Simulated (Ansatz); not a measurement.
Reaction (atomization): `[SiH3]C1=C[SiH2]1` → 2 C• + 6 H• + 2 Si•

Isolated molecules relaxed with PBE0-D4/def2-TZVP in Ansatz; ΔE leaves out vibrations. CBS: MP2 limit from def2 TZ/QZ plus the TZ coupled-cluster correction, frozen cores. This one scheme is used for every species, atoms too. Functionals use def2-TZVPP. HSE06 is defined as in plane-wave codes. Open shells (•) are unrestricted, without spin–orbit coupling. Spin–orbit coupling would lower the free atoms: a little for C, Si.

Question: What is ΔE at CCSD(T)/CBS? (Best estimate.)

Answer: Ansatz gave: +3473.9 kJ/mol.

Question: What do these levels give: PBE-D4, revPBE-D4, r2SCAN-D4, PBE0-D4, r2SCANh-D4, r2SCAN0-D4, HSE06-D4, r2SCAN, LC-ωPBE, MP2/def2-SVP, SCS-MP2/def2-TZVPP, CCSD/CBS(def2)? (Estimate.)

Answer: Computed: PBE-D4 3505.6, revPBE-D4 3440.9, r2SCAN-D4 3485.1, PBE0-D4 3471.4, r2SCANh-D4 3469.3, r2SCAN0-D4 3447.2, HSE06-D4 3473.5, r2SCAN 3479.9, LC-ωPBE 3449.8, MP2/def2-SVP 3292.5, SCS-MP2/def2-TZVPP 3418.8, CCSD/CBS(def2) 3424.3 kJ/mol.

Largest T1 diagnostic among the species: 0.013.

From BLYP to BHLYP (50 % exact exchange), in def2-TZVPP and without D4, ΔE moves by −24.7 kJ/mol: exact exchange takes away binding that semilocal exchange gives to molecules. In def2-TZVPP, CCSD(T) changes the Hartree–Fock value by +792.5 kJ/mol (the triples alone add +49.6 kJ/mol) and MP2 by +822.7 kJ/mol; breaking electron pairs costs correlation energy, which Hartree–Fock lacks.

For atomizations the MP2-based limit and the directly extrapolated one differ by several kJ/mol either way, and by 10 to 25 for some Ge, Se and Sn compounds, so smaller differences from it don't rank the levels.
